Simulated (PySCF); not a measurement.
Exercise with solution: oscillator strength and radiative lifetime

F2H4Si2, SMILES F[SiH2][SiH2]F.

Geometry optimised at r2SCAN-D4/def2-SVP. One conformer was computed; it need not be the lowest.

TDDFT-CAM-B3LYP/def2-SVPD run with PySCF puts the first singlet state with f over 0.02 at 6.68 eV (vertical), with the transition dipole (0.068, -0.362, 0.000) in atomic units.

Task: Find the oscillator strength, the wavelength and the radiative lifetime that this transition would have in vacuum if emission retraced absorption.

Result: 
|μ|² = 0.1357 au, so |μ| = 0.94 D. ΔE = 6.68/27.211 = 0.2455 hartree. f = (2/3) ΔE |μ|² = 0.022 (the program prints 0.022).
λ = 1239.84/6.68 = 186 nm; ν = 53878 cm⁻¹.
Einstein's coefficient A = 0.6670 ν² f s⁻¹ (ν in cm⁻¹) = 4.3e7 s⁻¹, so τ = 1/A = 23 ns. This state is S2; the lower singlet has f = 0.010. The figure is the radiative limit of this one transition; relaxation, internal conversion, crossing to triplets and a medium change what is measured.
